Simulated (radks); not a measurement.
Results of a calculation; reference values are marked as such.
Problem. Radial electron density D(r) = 4 pi r^2 rho(r) of an atom or ion with 29 electrons. Level of theory: scalar-relativistic Kohn-Sham, SCAN, spin-polarised, spherical densities, finite nucleus; meta-GGA in the generalised Kohn-Sham scheme; Fermi nuclear charge, rms radius of each element as measured or else 0.836 A^(1/3) + 0.57 fm (a radial shooting solver on a logarithmic mesh with Libxc functionals).

r (bohr),D(r) (e/bohr),spin D(r)
0.003621,3.050,0.00238
0.004715,4.767,0.00371
0.006189,7.391,0.00572
0.008059,11.01,0.00848
0.01058,16.01,0.0122
0.01377,21.99,0.0166
0.01808,28.69,0.0212
0.02373,34.58,0.0250
0.0309,37.79,0.0271
0.04056,37.18,0.0292
0.05281,33.59,0.0379
0.06932,30.65,0.0674
0.09026,32.83,0.131
0.1185,39.94,0.237
0.1543,44.08,0.387
0.2025,37.86,0.668
0.2658,25.62,1.29
0.3461,20.63,2.28
0.4543,24.55,3.13
0.5915,25.44,2.96
0.7765,17.59,1.93
1.011,8.516,1.35
1.327,3.748,1.65
1.728,2.378,1.94
2.268,1.516,1.46
2.977,0.6030,0.599
3.877,0.1276,0.127
5.089,0.01108,0.0111
6.626,0.0003810,0.000381

What is the nuclear charge?

Solution. Z = 31. The innermost maximum, from 1s, lies near gamma/Z bohr with gamma = sqrt(1 - (Z/c)^2) = 0.974, here 0.0314 bohr (found: 0.0340), and its height grows with Z. The density is that of the gallium ion Ga2+ in [Ar] 3d8 4s1 4p2; the configuration itself is not fixed sharply by these data, and Z only to about a unit. D(r) has 3 maxima, at r = 0.0340, 0.153, 0.537 bohr, and minima at 0.0721, 0.341 bohr, inside which lie 2.09, 10.88 electrons.
